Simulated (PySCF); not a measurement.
A structure optimised at ωB97X-D3(BJ)/def2-SVP, used in a PySCF frequency run:

```xyz
9

Cl     1.4650     0.0000    -0.7669
C      0.0000     0.0000     0.2009
Cl    -1.4650     0.0000    -0.7669
C      0.0000     0.7571     1.4875
C      0.0000    -0.7571     1.4875
H     -0.9251     1.2747     1.7548
H      0.9251     1.2747     1.7548
H     -0.9251    -1.2747     1.7548
H      0.9251    -1.2747     1.7548
```
Charge 0, spin multiplicity 1.

Question: Write its SMILES, formula and point group.

Answer: ClC1(Cl)CC1, C3H4Cl2, C2v

Question: What are its rotational constants (standard atomic weights)?

Answer: 3.9693, 2.8724, 1.9244 GHz
